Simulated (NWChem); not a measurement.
System: C2H7BO2; SMILES B(OC)OC

```xyz
12

B     -0.7842    -0.0057     0.0053
H     -1.9274    -0.4309     0.0056
O      0.2990    -0.8397     0.0074
C      0.1597    -2.2473    -0.0043
H     -0.9071    -2.5604    -0.0063
H      0.6535    -2.6658    -0.9067
H      0.6549    -2.6802     0.8905
O     -0.6158     1.3445    -0.0025
C      0.6708     1.9476    -0.0021
H      1.4671     1.2352    -0.3004
H      0.6612     2.8047    -0.7059
H      0.9055     2.3364     1.0119
```
Atoms are numbered in this order, from 1.

Level: PBE-D3(BJ)/def2-SVP (NWChem), optimised geometry, unscaled harmonic frequencies. 

List the harmonic frequencies with IR intensities, and the thermochemistry.


```json
[
 {"frequency (cm⁻¹)": "17", "IR intensity (km/mol)": "0.2"},
 {"frequency (cm⁻¹)": "113", "IR intensity (km/mol)": "0.1"},
 {"frequency (cm⁻¹)": "137", "IR intensity (km/mol)": "5.4"},
 {"frequency (cm⁻¹)": "193", "IR intensity (km/mol)": "6.2"},
 {"frequency (cm⁻¹)": "301", "IR intensity (km/mol)": "4.6"},
 {"frequency (cm⁻¹)": "325", "IR intensity (km/mol)": "2.3"},
 {"frequency (cm⁻¹)": "570", "IR intensity (km/mol)": "13.7"},
 {"frequency (cm⁻¹)": "862", "IR intensity (km/mol)": "29.1"},
 {"frequency (cm⁻¹)": "934", "IR intensity (km/mol)": "3.6"},
 {"frequency (cm⁻¹)": "989", "IR intensity (km/mol)": "57.4"},
 {"frequency (cm⁻¹)": "1108", "IR intensity (km/mol)": "31.7"},
 {"frequency (cm⁻¹)": "1131", "IR intensity (km/mol)": "22.1"},
 {"frequency (cm⁻¹)": "1141", "IR intensity (km/mol)": "5.7"},
 {"frequency (cm⁻¹)": "1147", "IR intensity (km/mol)": "0.3"},
 {"frequency (cm⁻¹)": "1154", "IR intensity (km/mol)": "20.1"},
 {"frequency (cm⁻¹)": "1269", "IR intensity (km/mol)": "91.9"},
 {"frequency (cm⁻¹)": "1354", "IR intensity (km/mol)": "404.7"},
 {"frequency (cm⁻¹)": "1410", "IR intensity (km/mol)": "4.3"},
 {"frequency (cm⁻¹)": "1418", "IR intensity (km/mol)": "3.2"},
 {"frequency (cm⁻¹)": "1421", "IR intensity (km/mol)": "5.0"},
 {"frequency (cm⁻¹)": "1425", "IR intensity (km/mol)": "1.9"},
 {"frequency (cm⁻¹)": "1431", "IR intensity (km/mol)": "9.9"},
 {"frequency (cm⁻¹)": "1485", "IR intensity (km/mol)": "296.3"},
 {"frequency (cm⁻¹)": "2538", "IR intensity (km/mol)": "144.0"},
 {"frequency (cm⁻¹)": "2945", "IR intensity (km/mol)": "74.7"},
 {"frequency (cm⁻¹)": "2957", "IR intensity (km/mol)": "47.9"},
 {"frequency (cm⁻¹)": "3036", "IR intensity (km/mol)": "25.4"},
 {"frequency (cm⁻¹)": "3038", "IR intensity (km/mol)": "23.4"},
 {"frequency (cm⁻¹)": "3042", "IR intensity (km/mol)": "28.1"},
 {"frequency (cm⁻¹)": "3061", "IR intensity (km/mol)": "17.8"}
]
```

The zero-point energy comes out as 59.9 kcal/mol, the thermal correction to the enthalpy at 298.15 K (with zero-point energy) is 64.9 kcal/mol and the heat capacity Cv is 21.6 cal/(mol K). The entropy at 298.15 K and 1 atm (symmetry number 1) is 83.5 cal/(mol K) and the dipole moment is 1.58 D.

Rigid rotor and harmonic oscillator; modes under 100 cm⁻¹ make the entropy uncertain.
